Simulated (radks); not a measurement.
Ionisation ladder of hafnium, from Hf I to Hf XXII. Each ion is in the ground configuration listed by NIST, and IE = E(next ion) - E(this ion). All-electron calculation, scalar-relativistic Kohn-Sham, exchange-only LDA, spin-polarised, spherical densities, point nucleus; open shells are filled with parallel spins first (spin-orbit coupling, left out, can overturn this in heavy ions). Program: a radial shooting solver on a logarithmic mesh with Libxc functionals.

species,configuration,E (hartree),"IE, Delta-SCF (eV)",-e(HOMO) (eV),HOMO,<r> HOMO (bohr),"IE, NIST (eV)",kind,error (eV)
Hf I,[Xe] 4f14 5d2 6s2,-15061.8394,6.055,2.393,5d up,2.51,6.825,exp.,-0.770
Hf II,[Xe] 4f14 5d1 6s2,-15061.6169,14.412,10.065,5d up,2.19,14.61,theory,-0.198
Hf III,[Xe] 4f14 5d2,-15061.0872,21.453,16.563,5d up,2.14,22.55,theory,-1.097
Hf IV,[Xe] 4f14 5d1,-15060.2988,31.998,26.559,5d up,1.96,33.37,semi-emp.,-1.372
Hf V,[Xe] 4f14,-15059.1229,67.868,56.350,4f,0.671,68.37,semi-emp.,-0.502
Hf VI,[Xe] 4f13,-15056.6288,100.40,79.655,4f down,0.645,98,theory,+2.4
Hf VII,[Kr] 4d10 4f13 5s2 5p5,-15052.9394,117.09,98.523,4f down,0.637,118,theory,-0.9
Hf VIII,[Kr] 4d10 4f13 5s2 5p4,-15048.6364,134.04,118.06,4f down,0.630,137,theory,-3.0
Hf IX,[Kr] 4d10 4f13 5s2 5p3,-15043.7106,156.36,138.21,4f down,0.622,157,theory,-0.6
Hf X,[Kr] 4d10 4f13 5s2 5p2,-15037.9645,174.05,159.60,4f down,0.617,187,theory,-13.0
Hf XI,[Kr] 4d10 4f12 5s2 5p2,-15031.5685,197.13,187.73,5p up,1.14,209,theory,-11.9
Hf XII,[Kr] 4d10 4f12 5s2 5p1,-15024.3241,216.21,206.78,5p up,1.12,230,theory,-13.8
Hf XIII,[Kr] 4d10 4f12 5s2,-15016.3785,251.11,235.05,4f down,0.592,270,theory,-18.9
Hf XIV,[Kr] 4d10 4f11 5s2,-15007.1504,300.16,267.41,4f down,0.577,310,theory,-9.8
Hf XV,[Kr] 4d10 4f11 5s1,-14996.1197,326.05,292.92,4f down,0.569,334,theory,-8.0
Hf XVI,[Kr] 4d10 4f11,-14984.1376,337.19,319.69,4f down,0.565,359,theory,-21.8
Hf XVII,[Kr] 4d10 4f10,-14971.7460,373.08,354.93,4f down,0.552,399,theory,-25.9
Hf XVIII,[Kr] 4d10 4f9,-14958.0356,410.23,391.47,4f down,0.540,440,theory,-29.8
Hf XIX,[Kr] 4d10 4f8,-14942.9600,448.59,429.24,4f down,0.529,481,theory,-32.4
Hf XX,[Kr] 4d10 4f7,-14926.4744,498.72,478.36,4f up,0.515,520,theory,-21.3
Hf XXI,[Kr] 4d10 4f6,-14908.1470,540.28,519.34,4f up,0.505,570,theory,-29.7
Hf XXII,[Kr] 4d10 4f5,-14888.2920,583.00,561.50,4f up,0.496,610,theory,-27.0

Reference values: NIST Atomic Spectra Database (exp. = measured, semi-emp. = semi-empirical, theory = theoretical value adopted there). The ionisation energy per charge of the ion left behind rises most, in proportion, at Hf V ([Xe] 4f14), from 7.999 to 13.574 eV. Against the entries that are not theoretical the mean signed error is -5.4 % and the largest -11.3 %. Open shells are spherical and high-spin; term and fine-structure splittings are not resolved. Spin-orbit splitting is averaged out at the scalar-relativistic level.
